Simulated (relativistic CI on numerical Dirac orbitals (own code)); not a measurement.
## Pt5+: resonant inelastic scattering at the O2,3 edge

Computed with this model: Dirac-Coulomb-Breit CI, separate exchange-only KLI orbitals for each configuration, model QED (radiative potential, 1s self-energy scaled to tabulated hydrogen-like ionisation energies), valence Slater integrals scaled by 0.8, Kramers-Heisenberg scattering through one core-hole configuration in a parametric crystal field; configurations [Xe] 4f14 5d5 → [Kr] 4d10 4f14 5s2 5p5 5d6; 300 K; core-hole width 1 eV; summed over polarisations. Incident energies are the highest absorption maxima for each field (at most a few, so the weaker spin-orbit partner edge can be absent), on the computed scale of the free ion. Intensities are in per cent of the strongest line above 0.02 eV; levels within 1 cm⁻¹ are merged; final levels count from the ground level, the first row holds all elastic scattering, lines under 0.4 are left out and each table stops after 24 rows. The scale of the Slater integrals is a model choice and moves the terms in proportion.

Field parameters in Wybourne normalisation: D4h B²₀ = −7Ds, B⁴₀ = 21(Dq − Dt), B⁴₄ = 21√(5/14) Dq. The field is a parameter set, without covalency, and values of 10Dq over about 45,000 cm⁻¹ lie beyond real compounds.

S is read from ⟨S²⟩ = S(S + 1).

D4h, 10Dq = 56900, Ds = -1500, Dt = -220 cm⁻¹:

| Final level (eV) | Degeneracy | Irrep | S | 51 eV | 60.5 eV | 76.9 eV |
| --- | --- | --- | --- | --- | --- | --- |
| 0.000 | 2 | Γ7 | 0.56 | 160.2 | 552.0 | 280.8 |
| 1.121 | 2 | Γ6 | 0.55 | 51.2 | 93.3 | 17.6 |
| 1.422 | 2 | Γ7 | 0.55 | 57.4 | 16.5 | 4.0 |
| 5.290 | 2 | Γ7 | 1.46 | 0.8 | 13.3 | 3.5 |
| 5.813 | 2 | Γ6 | 1.48 | 0.2 | 7.7 | 3.3 |
| 5.849 | 2 | Γ7 | 1.50 | 0.8 | 8.1 | 50.8 |
| 5.979 | 2 | Γ6 | 1.46 | 1.7 | 16.0 | 13.6 |
| 6.317 | 2 | Γ7 | 1.49 | 1.1 | 17.4 | 57.5 |
| 6.329 | 2 | Γ6 | 1.45 | 0.1 | 11.2 | 4.5 |
| 6.415 | 2 | Γ6 | 1.41 | 0.3 | 12.8 | 6.9 |
| 6.432 | 2 | Γ7 | 1.41 | 0.2 | 16.4 | 33.3 |
| 7.073 | 2 | Γ7 | 0.64 | 2.6 | 24.0 | 62.7 |
| 7.088 | 2 | Γ6 | 1.21 | 2.7 | 26.6 | 33.2 |
| 7.302 | 2 | Γ6 | 1.17 | 1.3 | 7.5 | 36.4 |
| 7.362 | 2 | Γ7 | 1.09 | 0.4 | 13.2 | 68.5 |
| 7.417 | 2 | Γ7 | 1.19 | 0.9 | 12.0 | 63.2 |
| 7.444 | 2 | Γ6 | 1.16 | 1.0 | 17.3 | 68.3 |
| 7.544 | 2 | Γ7 | 0.83 | 0.8 | 16.8 | 100.0 |
| 7.879 | 2 | Γ6 | 0.62 | 2.1 | 17.2 | 40.9 |

D4h, 10Dq = 56900, Ds = -860, Dt = -220 cm⁻¹:

```
Final level (eV)  Degeneracy  Irrep     S  60.5 eV  61.3 eV  76.8 eV
           0.000           2     Γ7  0.56    409.2    289.1    222.8
           1.178           2     Γ6  0.55     52.5     52.4     10.2
           1.304           2     Γ7  0.55     18.2     22.7      3.9
           5.382           2     Γ7  1.46      9.0     23.7      2.5
           5.766           2     Γ6  1.47      8.0     12.5      2.0
           5.900           2     Γ7  1.50      7.7      4.7     52.8
           6.068           2     Γ6  1.47      8.1     11.0     11.9
           6.289           2     Γ7  1.49      9.7      7.1     30.6
           6.362           2     Γ6  1.47      6.3     11.8      2.8
           6.599           2     Γ6  1.39      9.8      8.7      7.3
           6.624           2     Γ7  1.36     11.5     13.5     35.3
           6.966           2     Γ6  1.38     13.1     14.6     15.5
           7.086           2     Γ7  0.79     15.6     10.2     51.1
           7.137           2     Γ6  1.30      4.9      6.5     13.1
           7.220           2     Γ7  1.34      9.6     12.2     26.8
           7.269           2     Γ7  1.16     16.2     10.1     64.3
           7.388           2     Γ6  0.85     20.8      7.0     80.5
           7.558           2     Γ7  0.60      7.5      9.0    100.0
           7.884           2     Γ6  0.57     10.7      6.3     27.2
```

For the first field the strongest loss at the lowest incident energy is the level at 1.42 eV (S = 0.55, against 0.56 in the thermal ground state). Levels of other spin, the first over 8 % at 5.29 eV, appear because spin-orbit coupling of the core hole, and in heavier ions of the valence shell too, mixes spins.
